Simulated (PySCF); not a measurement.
# SMILES C(=C)(F)/C(F)=C/[SiH3], C$_{4}$H$_{6}$F$_{2}$Si

Molfile (atoms numbered from 1):
```
C4H6F2Si
     RDKit          3D

 13 12  0  0  0  0  0  0  0  0999 V2000
    2.7428    0.3247    0.4279 C   0  0  0  0  0  0  0  0  0  0  0  0
    1.6847   -0.1966   -0.1933 C   0  0  0  0  0  0  0  0  0  0  0  0
    1.8285   -1.0688   -1.1898 F   0  0  0  0  0  0  0  0  0  0  0  0
    0.2850    0.0981    0.1166 C   0  0  0  0  0  0  0  0  0  0  0  0
    0.1563    0.9694    1.1210 F   0  0  0  0  0  0  0  0  0  0  0  0
   -0.7868   -0.4142   -0.4973 C   0  0  0  0  0  0  0  0  0  0  0  0
   -2.5535    0.0016   -0.0499 Si  0  0  0  0  0  4  0  0  0  0  0  0
    3.7531    0.0461    0.1263 H   0  0  0  0  0  0  0  0  0  0  0  0
    2.5946    1.0324    1.2417 H   0  0  0  0  0  0  0  0  0  0  0  0
   -0.5691   -1.1201   -1.3028 H   0  0  0  0  0  0  0  0  0  0  0  0
   -2.6825    1.4370    0.3350 H   0  0  0  0  0  0  0  0  0  0  0  0
   -3.4199   -0.2775   -1.2332 H   0  0  0  0  0  0  0  0  0  0  0  0
   -3.0235   -0.8444    1.0903 H   0  0  0  0  0  0  0  0  0  0  0  0
  1  2  2  0
  2  3  1  0
  2  4  1  0
  4  5  1  0
  4  6  2  0
  6  7  1  0
  1  8  1  0
  1  9  1  0
  6 10  1  0
  7 11  1  0
  7 12  1  0
  7 13  1  0
M  END
```

Level of theory: TDDFT CAM-B3LYP/def2-TZVPD circular dichroism and optical rotation, one conformer, IEF-PCM methanol (non-equilibrium linear response, no local-field factor) (PySCF 2.14.0). Geometry: PBE0-D3(BJ)/def2-SVP.

No stereocentre is labelled: unless the shape is locked (an allene, a helicene, a hindered biaryl), the mirror image is equally populated and a measured rotation or CD is zero. Singlets 11 and 12 lie within 0.01 eV of each other, so their separate moments and overlaps can depend on how they mix.

Task: Draw the ECD and absorption spectra from the lowest 12 states, each a Gaussian of half-width 0.2 eV at 1/e height.

Result: 
| E (eV) | λ (nm) | Δε (L mol⁻¹ cm⁻¹) | ε (L mol⁻¹ cm⁻¹) |
| --- | --- | --- | --- |
| 4.82 | 257 | -0.01 | 132 |
| 4.92 | 252 | -0.07 | 1260 |
| 5.02 | 247 | -0.40 | 7230 |
| 5.12 | 242 | -1.38 | 25200 |
| 5.22 | 238 | -2.92 | 53400 |
| 5.32 | 233 | -3.75 | 68600 |
| 5.42 | 229 | -2.92 | 53400 |
| 5.52 | 225 | -1.38 | 25200 |
| 5.62 | 221 | -0.40 | 7230 |
| 5.72 | 217 | -0.07 | 1260 |
| 5.82 | 213 | -0.01 | 132 |
| 5.92 | 210 | 0.00 | 8.55 |
| 6.02 | 206 | +0.01 | 1.32 |
| 6.12 | 203 | +0.05 | 7.59 |
| 6.22 | 199 | +0.23 | 35.1 |
| 6.32 | 196 | +0.64 | 98.9 |
| 6.42 | 193 | +1.11 | 174 |
| 6.52 | 190 | +1.24 | 211 |
| 6.62 | 187 | +1.09 | 251 |
| 6.72 | 185 | +0.92 | 398 |
| 6.82 | 182 | +0.51 | 632 |
| 6.92 | 179 | -0.19 | 799 |
| 7.02 | 177 | -0.38 | 855 |
| 7.12 | 174 | +0.64 | 1140 |
| 7.22 | 172 | +2.63 | 2000 |
| 7.32 | 169 | +4.39 | 2890 |
| 7.42 | 167 | +4.54 | 2960 |
| 7.52 | 165 | +3.13 | 2600 |
| 7.62 | 163 | +2.76 | 2700 |
| 7.72 | 161 | +6.62 | 3040 |
| 7.82 | 159 | +12.50 | 2820 |
| 7.92 | 157 | +15.63 | 2030 |

Δε uses R in velocity form, ε uses f in length form. Only the states computed contribute, so the short-wavelength end is incomplete.
